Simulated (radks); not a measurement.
The numbers below are computed, except where a source is named.
Q: Coherent X-ray form factor from a spherical all-electron density. Level of theory: Dirac Kohn-Sham, BLYP, spin-unpolarised, spherical densities, finite nucleus; Fermi nuclear charge, rms radius of each element as measured or else 0.836 A^(1/3) + 0.57 fm (a radial shooting solver on a logarithmic mesh with Libxc functionals).

sin(theta)/lambda (1/angstrom)  f0 (electrons)
0.05                                    52.867
0.1                                     52.473
0.15                                    51.826
0.2                                     50.941
0.25                                    49.840
0.3                                     48.547
0.4                                     45.497
0.5                                     42.034
0.6                                     38.401
0.8                                     31.430
1                                       25.696
1.25                                    20.685
1.5                                     17.574
2                                       13.958

The species is in the configuration that NIST lists as its ground one. Which atom or ion scatters so?

A: The tungsten ion W21+, [Kr] 4d10 4f7. Extrapolating in s^2 from the first two rows gives f0(0) = 53.0, near the electron count 53; among species with that count, the fall with angle is slower the higher Z, and the table is that of Z = 74; from so few rows the species is fixed only to a neighbour or two.
